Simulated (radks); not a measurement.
Q: Radial electron density D(r) = 4 pi r^2 rho(r) of an atom or ion with 13 electrons. All-electron calculation, Dirac Kohn-Sham, LDA (Slater exchange, Perdew-Wang correlation), spin-unpolarised, spherical densities, point nucleus. Program: a radial shooting solver on a logarithmic mesh with Libxc functionals.

r (bohr),D(r) (e/bohr)
0.004413,7.888
0.004936,9.401
0.005521,11.15
0.006127,13.01
0.006853,15.27
0.007665,17.80
0.008573,20.61
0.009513,23.43
0.01064,26.69
0.0119,30.09
0.01331,33.55
0.01477,36.72
0.01652,39.94
0.01848,42.81
0.02067,45.15
0.02293,46.70
0.02565,47.59
0.02869,47.58
0.03209,46.70
0.03561,45.21
0.03983,43.13
0.04455,40.92
0.04983,39.06
0.05529,38.06
0.06185,38.14
0.06917,39.62
0.07737,42.43
0.08585,45.85
0.09603,49.67
0.1074,52.67
0.1201,53.85
0.1333,52.65
0.1491,48.64
0.1668,42.16
0.1865,34.23
0.207,26.74
0.2315,19.81
0.259,14.93
0.2896,12.24
0.3214,11.21
0.3595,10.75
0.4021,10.04
0.4497,8.621
0.499,6.729
0.5582,4.509
0.6243,2.594
0.6983,1.263
0.7748,0.5497
0.8667,0.1853
0.9694,0.05023
1.084,0.01070
1.203,0.002008
1.346,0.0002495

What is the nuclear charge?

A: Z = 38. The innermost maximum, from 1s, lies near gamma/Z bohr with gamma = sqrt(1 - (Z/c)^2) = 0.961, here 0.0253 bohr (found: 0.0271), and its height grows with Z. The density is that of the strontium ion Sr25+ in [Ne] 3s2 3p1; the configuration itself is not fixed sharply by these data, and Z only to a few units. D(r) has 2 maxima, at r = 0.0271, 0.120 bohr, and minima at 0.0580 bohr, inside which lie 2.11 electrons.
